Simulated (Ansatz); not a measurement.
Consider the isomerisation: `NCC1O[SiH2]1` → `C=NCO[SiH3]`.

Calculated with Ansatz (gas phase, PBE0-D4/def2-TZVP geometries, no zero-point term in ΔE). CBS: MP2 limit from def2 TZ/QZ plus the TZ coupled-cluster correction, frozen cores. Functionals use def2-TZVPP. Each species was taken in one conformer, which may not be the lowest.

```json
{"level": "ωB97X-V", "ΔE (kJ/mol)": "-46.1"}
{"level": "PBE", "ΔE (kJ/mol)": "-33.3"}
{"level": "HF/def2-QZVPP", "ΔE (kJ/mol)": "-94.8"}
{"level": "MP2/def2-QZVPP", "ΔE (kJ/mol)": "-38.1"}
```

Task: What does CCSD(T)/CBS give? (Estimate.)

Result: Computed: -46.5 kJ/mol. The listed levels differ from it by 0.4, 13.2, -48.3, 8.4 kJ/mol.

Largest T1 diagnostic among the species: 0.013.

In def2-TZVPP, CCSD(T) changes the Hartree–Fock value by +42.2 kJ/mol (the triples alone add +3.6 kJ/mol) and MP2 by +53.3 kJ/mol.

CCSD(T)/CBS has its own doubt, a few kJ/mol and more with outer-core shells, so smaller differences from it don't rank the levels.
